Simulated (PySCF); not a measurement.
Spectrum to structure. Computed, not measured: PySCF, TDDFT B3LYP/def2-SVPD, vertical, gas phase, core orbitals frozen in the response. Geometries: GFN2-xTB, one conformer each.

```json
{"state": "S1", "E (eV)": "4.37", "λ (nm)": "283.6", "f": "0.0002"}
{"state": "S2", "E (eV)": "5.72", "λ (nm)": "216.8", "f": "0.0082"}
{"state": "S3", "E (eV)": "6.49", "λ (nm)": "191.1", "f": "0.038"}
{"state": "S4", "E (eV)": "6.60", "λ (nm)": "187.8", "f": "0.017"}
{"state": "S5", "E (eV)": "6.77", "λ (nm)": "183.2", "f": "0.0039"}
{"state": "S6", "E (eV)": "6.86", "λ (nm)": "180.8", "f": "0.085"}
{"state": "S7", "E (eV)": "7.21", "λ (nm)": "171.9", "f": "0.0020"}
{"state": "S8", "E (eV)": "7.40", "λ (nm)": "167.5", "f": "0.014"}
```

Orbital energies (eV): HOMO-3 -9.37, HOMO-2 -9.32, HOMO-1 -9.04, HOMO -7.89, LUMO -1.96, LUMO+1 -0.40, LUMO+2 0.29.

Question: Which structure fits?
A. `O=C(C(O[SiH3])=O)OC`
B. `O=COCC(C)C`
C. `C=CC(=O)[Si@H](F)CC`

Answer: A. Its S1 lies at 4.37 eV; the nearest of the others has S1 at 5.90 eV. S1 is HOMO→LUMO (98%). Löwdin shares by element: HOMO oxygen 72% or more, carbon 14% or more; LUMO carbon 42% or more, oxygen 37% or more (atoms not listed hold the other 21%). At the same level the other candidates give, for their lowest levels:
- `C=CC(=O)[Si@H](F)CC`: 2.72 eV (f 0.002); 5.34 eV (f 0.144); 5.39 eV (f 0.131); 5.86 eV (f 0.011); 6.23 eV (f 0.003); T1 2.21 eV; HOMO -6.81, LUMO -2.61 eV
- `CC(C)COC=O`: 5.90 eV (f 0.002); 7.55 eV (f 0.064); 7.78 eV (f 0.050); 7.96 eV (f 0.001); 8.11 eV (f 0.021); T1 5.35 eV; HOMO -8.07, LUMO -0.27 eV

The values belong to the conformer `[CH3:1][O:2][C:3](=[O:4])[C:5](=[O:6])[O:7][SiH3:8]`: C1–O2–C3–O4 2°, O2–C3–C5–O6 32°, C3–C5–O7–Si8 -177°.
Triplets come from the Tamm–Dancoff approximation.
